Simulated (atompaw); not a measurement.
## An all-electron radial function and its pseudo partner (Cr (Z = 24))

Columns: radius, all-electron u(r) and pseudo u(r) of the 3d shell (level -6.21 eV) of chromium in the configuration [Ar] 3d5 4s0.5 4p0; PBE, scalar-relativistic, PAW (atompaw) scheme, atompaw 4.2.0.5.

```tsv
r (bohr)	all-electron	pseudo
0.115	0.0625	0.0021
0.231	0.2497	0.0161
0.346	0.4529	0.0511
0.462	0.6163	0.1124
0.577	0.7253	0.1977
0.692	0.7857	0.3004
0.808	0.8081	0.4101
0.923	0.8039	0.5115
1.038	0.7830	0.5931
1.154	0.7521	0.6466
1.269	0.7163	0.6681
1.385	0.6780	0.6618
1.500	0.6396	0.6363
1.615	0.6019	0.6017
1.731	0.5653	0.5653
1.846	0.5308	0.5308
1.962	0.4979	0.4979
2.077	0.4671	0.4671
2.192	0.4382	0.4382
2.308	0.4108	0.4108
2.423	0.3854	0.3854
2.538	0.3616	0.3616
2.654	0.3390	0.3390
2.769	0.3180	0.3180
2.885	0.2981	0.2981
3.000	0.2796	0.2796
```

(1) How many radial nodes do the two functions have?

(2) At about which radius was the pseudo-wave matched?

(3) Where does each function peak?

(4) Is the pseudo-wave norm-conserving?

Results:

(1) The all-electron 3d function has n − l − 1 = 0; the pseudo-wave has 0.

(2) 1.75 bohr. The columns agree to 0.0005 from 1.61 bohr on; several derivatives are matched, so the curves merge somewhat inside the radius.

(3) Outermost all-electron maximum near 0.81 bohr, pseudo maximum near 1.27 bohr (to the table’s step).

(4) No, it belongs to a PAW set: the norm inside the radius is not constrained, and the difference is carried by the augmentation charge.
